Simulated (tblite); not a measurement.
C7H8O3.
SMILES with atom numbers: `[CH3:1][O:2][CH2:3][c:4]1[cH:5][cH:6][cH:7][c:8](=[O:9])[o:10]1` (hydrogens: H11, H12, H13 on C1; H14, H15 on C3; H16 on C5; H17 on C6; H18 on C7)

Computed with GFN2-xTB (tblite), gas phase: L-BFGS steps from a force-field or distance-geometry start until the largest atomic force falls under 0.01 eV/Å.

Step 87: E = -850.0327 eV
```
atom  x, y, z in Å  |  force x, y, z in eV/Å
C1     -3.1602    0.2865   -0.7170   -0.009   0.002   0.008
O2     -1.8096   -0.0990   -0.6678    0.011   0.008   0.040
C3     -1.1790    0.2660    0.5432   -0.033  -0.011  -0.018
C4      0.2959    0.0335    0.3616   -0.019   0.006  -0.028
C5      0.8464   -1.1970    0.2370    0.008   0.006  -0.061
C6      2.2373   -1.2845   -0.0397    0.038   0.027   0.032
C7      2.9721   -0.1537   -0.1455    0.019   0.015  -0.016
C8      2.3657    1.1538   -0.0215    0.020   0.016   0.004
O9      2.9166    2.2186   -0.1384   -0.008  -0.071   0.048
O10     1.0065    1.1577    0.2516   -0.008  -0.011  -0.004
H11    -3.2598    1.3787   -0.6923   -0.021  -0.020   0.001
H12    -3.7229   -0.1402    0.1229   -0.024  -0.005  -0.043
H13    -3.5516   -0.0956   -1.6582   -0.007   0.017   0.041
H14    -1.5689   -0.3502    1.3697    0.010   0.029   0.011
H15    -1.3566    1.3265    0.7718    0.028  -0.018  -0.023
H16     0.2312   -2.0758    0.3187    0.031   0.005  -0.007
H17     2.6967   -2.2536   -0.1711   -0.034   0.005   0.053
H18     4.0315   -0.1654   -0.3431   -0.001   0.000  -0.037
```

Step 88: E = -850.0333 eV
```
atom  x, y, z in Å  |  force x, y, z in eV/Å
C1     -3.1614    0.2844   -0.7157   -0.017   0.003   0.007
O2     -1.8109   -0.1015   -0.6671    0.007  -0.004   0.029
C3     -1.1785    0.2676    0.5412   -0.032  -0.009  -0.016
C4      0.2962    0.0338    0.3603   -0.021   0.000  -0.024
C5      0.8462   -1.1968    0.2350    0.013   0.015  -0.059
C6      2.2373   -1.2845   -0.0408    0.029   0.028   0.027
C7      2.9730   -0.1543   -0.1445    0.020   0.033  -0.014
C8      2.3670    1.1535   -0.0184    0.028   0.027   0.002
O9      2.9186    2.2183   -0.1329   -0.016  -0.089   0.050
O10     1.0077    1.1575    0.2534   -0.004  -0.003  -0.009
H11    -3.2602    1.3768   -0.6945   -0.023  -0.020   0.005
H12    -3.7243   -0.1396    0.1258   -0.014  -0.001  -0.047
H13    -3.5548   -0.0997   -1.6554   -0.002   0.015   0.042
H14    -1.5682   -0.3441    1.3708    0.008   0.022   0.017
H15    -1.3548    1.3289    0.7653    0.026  -0.005  -0.017
H16     0.2311   -2.0754    0.3161    0.025  -0.001  -0.010
H17     2.6945   -2.2539   -0.1751   -0.022  -0.003   0.054
H18     4.0327   -0.1644   -0.3415   -0.006  -0.009  -0.038
```

Step 89: E = -850.0358 eV
```
atom  x, y, z in Å  |  force x, y, z in eV/Å
C1     -3.1679    0.2689   -0.7066   -0.045   0.007  -0.034
O2     -1.8190   -0.1231   -0.6606   -0.031  -0.025   0.040
C3     -1.1757    0.2789    0.5302   -0.028   0.000   0.003
C4      0.2974    0.0372    0.3515   -0.017  -0.017  -0.006
C5      0.8435   -1.1941    0.2163    0.009   0.046  -0.023
C6      2.2360   -1.2841   -0.0503    0.010   0.042  -0.012
C7      2.9786   -0.1569   -0.1374    0.013   0.050   0.000
C8      2.3762    1.1509    0.0028    0.034   0.047  -0.004
O9      2.9335    2.2146   -0.0961   -0.023  -0.091   0.056
O10     1.0151    1.1584    0.2649    0.009   0.012  -0.028
H11    -3.2595    1.3622   -0.7097   -0.025  -0.020   0.026
H12    -3.7330   -0.1353    0.1436    0.024   0.011  -0.032
H13    -3.5729   -0.1294   -1.6353    0.017   0.003   0.027
H14    -1.5622   -0.3012    1.3840    0.003   0.011   0.003
H15    -1.3446    1.3474    0.7208    0.018   0.017  -0.004
H16     0.2276   -2.0721    0.2924    0.009  -0.002  -0.033
H17     2.6783   -2.2563   -0.2007    0.049  -0.037   0.062
H18     4.0399   -0.1596   -0.3280   -0.025  -0.054  -0.039
```

**Question.** Estimate the geometry and energy of step 90. (The exact step hangs on the optimiser's Hessian estimate; all steps are aligned on step 89, rigid shifts and turns removed.)

**Answer.** E = -850.0373 eV, largest force 0.139 eV/Å
```
atom  x, y, z in Å  |  force x, y, z in eV/Å
C1     -3.1726    0.2564   -0.6998   -0.073   0.013  -0.012
O2     -1.8250   -0.1396   -0.6570   -0.048  -0.024   0.060
C3     -1.1743    0.2875    0.5205   -0.014   0.002   0.007
C4      0.2977    0.0428    0.3418   -0.004  -0.005   0.001
C5      0.8401   -1.1887    0.1998    0.022   0.035   0.005
C6      2.2336   -1.2825   -0.0590   -0.003   0.024  -0.025
C7      2.9828   -0.1587   -0.1326    0.000   0.053   0.006
C8      2.3850    1.1500    0.0192    0.039   0.069  -0.015
O9      2.9489    2.2122   -0.0620   -0.046  -0.118   0.057
O10     1.0212    1.1613    0.2687    0.016   0.028  -0.028
H11    -3.2593    1.3504   -0.7225   -0.029  -0.033   0.032
H12    -3.7350   -0.1302    0.1620    0.055   0.027  -0.059
H13    -3.5875   -0.1560   -1.6173    0.015  -0.007   0.007
H14    -1.5555   -0.2723    1.3903   -0.002   0.002  -0.002
H15    -1.3418    1.3593    0.6899    0.015   0.036  -0.005
H16     0.2229   -2.0657    0.2735   -0.002  -0.006  -0.049
H17     2.6650   -2.2585   -0.2156    0.086  -0.026   0.058
H18     4.0449   -0.1610   -0.3180   -0.024  -0.070  -0.037
```

The energy changes by -0.0015 eV. The first-order estimate −F·Δx gives -0.0020 eV and the mean of the old and new forces, exact on a quadratic surface, -0.0015 eV. The step makes an angle of 84° with the force vector and moves no atom by more than 0.038 Å.

What follows is the cost of the whole relaxation. Hardware: an Arm Neoverse V1 with one thread, shared host. Cost: 1.2 s.
